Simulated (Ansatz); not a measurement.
`BN(B)CC` + `[CH3][SbH2]` → `[BH2][SbH][CH3]` + `BNCC` at 500 K and 1 bar (formal exchange of groups at a B–N bond).

Gas-phase electronic energies from Ansatz, PBE0-D4/def2-TZVP geometries. CCSD(T)/CBS adds triple-zeta CCSD(T) − MP2 to the extrapolated MP2 energy (def2 sets, frozen cores). Elements past krypton have def2 core potentials. For Sb outer-core shells are correlated without core-valence functions, which leaves a few kJ/mol of doubt a bond. One conformer a species, not always the lowest.

```tsv
species	CCSD(T)/CBS energy (Eh)	H − E (kJ/mol)	S (J/(mol·K))
`BN(B)CC`	-185.85795	353.6	396.8
`[CH3][SbH2]`	-281.05548	159.6	323.2
`[BH2][SbH][CH3]`	-306.43061	205.3	379.4
`BNCC`	-160.44809	315.3	355.2
```

H − E and S are ideal-gas, rigid-rotor, harmonic terms from PBE0-D4/def2-TZVP, for one conformer and one mirror image of each species. 1 Eh = 2625.50 kJ/mol, R = 8.31446 J/(mol·K).

Question: By hand: ΔE, ΔH, ΔS and ΔG.

Answer: ΔE = (-306.43061) + (-160.44809) − (-185.85795) − (-281.05548) = 0.03473 Eh = 91.2 kJ/mol. Δ(H − E) = 205.3 + 315.3 − 353.6 − 159.6 = 7.4, so ΔH = 98.6 kJ/mol. ΔS = 379.4 + 355.2 − 396.8 − 323.2 = 14.6 J/(mol·K). ΔG = 98.6 − 500 × (14.6)/1000 = 91.3 kJ/mol.

Question: By hand: the equilibrium constant, and the temperature at which ΔG would vanish if ΔH and ΔS stayed fixed.

Answer: log₁₀ K = −ΔG/(RT ln 10) = -9.5. ΔG = 0 at ΔH/ΔS = 6753 K, far beyond where these terms or the molecules hold.

The number of gas molecules stays the same, so ΔS is small and ΔH decides. A doubt of 5 kJ/mol in ΔE shifts log₁₀ K by 0.5 here. Other conformers and mirror images would add mixing entropy, several J/(mol·K) or more a flexible species. Modes under 60 cm⁻¹, often nearly free rotors, make the harmonic entropy too high. These are equilibria of isolated gas molecules and say nothing of rates. Largest T1 diagnostic: 0.015 (customary marks: 0.02 for closed shells, 0.045 for open ones).
